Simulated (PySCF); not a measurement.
## Ti⁻ (titanium, charge -1) across methods

[Ar] 3d3 4s2, high-spin 4F determinant. All numbers are calculated (PySCF 2.14, the non-relativistic Hamiltonian (point nucleus), in aug-cc-pVTZ with one added diffuse shell each of s, p, d, f, g type (9s8p6d4f3g, 118 functions)).

```csv
method,E (hartree),mean ε 4s α (eV),mean ε 4s β (eV),mean ε 3d α (eV),Σ⟨r²⟩ (bohr²),⟨S²⟩
PBE0,-849.179,-0.123,0.570,0.724,95.22,3.814
CAM-B3LYP,-849.410,-0.663,-0.066,-0.301,89.96,3.783
BP86,-849.465,-2.415,0.518,-1.030,336.7,4.747
UHF,-848.38724,-2.794,0.107,-4.739,216.8,4.477
PBE,-849.128,-2.250,0.583,-0.914,335.6,4.743
r2SCAN,-849.351,-0.050,0.788,1.367,105.0,3.930
```

Question: Estimate the same row for LDA.

Answer: E (hartree) = -847.302; mean ε 4s α (eV) = -2.387; mean ε 4s β (eV) = 0.616; mean ε 3d α (eV) = -0.924; Σ⟨r²⟩ (bohr²) = 328.4; ⟨S²⟩ = 4.745.

The outer electron is barely bound at this level, so radii and moments hang on the diffuse functions.

The highest occupied level is positive at PBE0, LDA, BP86, UHF, PBE, r2SCAN: only the finite basis holds that electron, at UHF too, so the state is unbound at these levels.
